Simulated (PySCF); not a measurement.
PySCF job for disilazane cation (H7NSi2), SMILES [SiH3]N[SiH3] (connectivity only; charge and spin as stated), charge +1, multiplicity 2, B3LYP/pcH-1. Geometry: ωB97X-D3(BJ)/def2-SVP. The multiplicity is an assumed one; other spin states were not compared.

```python
import numpy as np
from pyscf import gto, scf, dft
from pyscf.prop.hfc import uks as hfc
from pyscf.prop.gtensor import uks as gtensor

mol = gto.M(
    atom='''
    Si    1.65888161    0.00149962    0.15895808
    N    -0.00000000   -0.00000000   -0.65664792
    Si   -1.65888161   -0.00149962    0.15895808
    H     2.49742349    0.87389232   -0.69007627
    H     1.38524914    0.48588090    1.52727123
    H     2.00475874   -1.44175599    0.07984359
    H     0.00000000    0.00000000   -1.68836784
    H    -2.49742349   -0.87389231   -0.69007628
    H    -2.00475875    1.44175598    0.07984359
    H    -1.38524915   -0.48588090    1.52727123
    ''',
    basis='pcH-1',
    charge=1,
    spin=1,
    max_memory=1600,
    verbose=3,
)
mf = dft.UKS(mol, xc='b3lyp').density_fit(auxbasis='def2-universal-jkfit')
mf.grids.level = 3
mf.conv_tol = 1e-10
mf.max_cycle = 100
mf.kernel()
fine, coarse = mf.grids, dft.Grids(mol).set(level=1).build(with_non0tab=True)
for _ in range(3):  # follow internal instabilities
    mf.grids = coarse
    mo, _, stable, _ = mf.stability(return_status=True, nroots=4)
    mf.grids = fine
    if stable:
        break
    mf.kernel(mf.make_rdm1(mo, mf.mo_occ))
A = hfc.HFC(mf).make_fcdip(mf.make_rdm1())  # Fermi contact and dipolar terms, MHz
print('atom   A(iso)/MHz   principal dipolar parts/MHz')
for i, a in enumerate(A):
    w = np.linalg.eigvalsh((a + a.T) / 2)
    print(f'{mol.atom_symbol(i):2s}{i + 1:3d} {w.mean():12.2f}', (w - w.mean()).round(2))
gt = gtensor.GTensor(mf)
gt.dia_soc2e, gt.para_soc2e, gt.so_eff_charge = None, None, True
gt.max_cycle_cphf = 60
g = gt.kernel()
```

Program output:

```

WARN: HOMO -0.285996188636886 >= LUMO -0.285996188636886

converged SCF energy = -637.681141507941  <S^2> = 0.75525381  2S+1 = 2.0052469
<class 'pyscf.df.df_jk.DFUKS'> wavefunction is stable in the internal stability analysis
atom   A(iso)/MHz   principal dipolar parts/MHz
Si  1        44.20 [-2.73  0.22  2.51]
N   2        34.51 [-39.77 -39.24  79.  ]
Si  3        44.20 [-2.73  0.22  2.51]
H   4        53.41 [-3.39 -2.02  5.41]
H   5        20.36 [-3.21 -2.35  5.56]
H   6       168.97 [-4.42 -0.57  4.99]
H   7       -57.14 [-45.04 -10.56  55.6 ]
H   8        53.41 [-3.39 -2.02  5.41]
H   9       168.97 [-4.42 -0.57  4.99]
H  10        20.36 [-3.21 -2.35  5.56]
SOC(1e)/OZ [ 2.47269592e-03 -3.88064186e-05  5.15033995e-03]
free electron g 2.00231930436182
g-tensor total [2.00471651 2.00210182 2.00736207]
g-shift (ppt) [ 2.39720126 -0.21748625  5.04276859]
```

The calculation finished and met its thresholds.
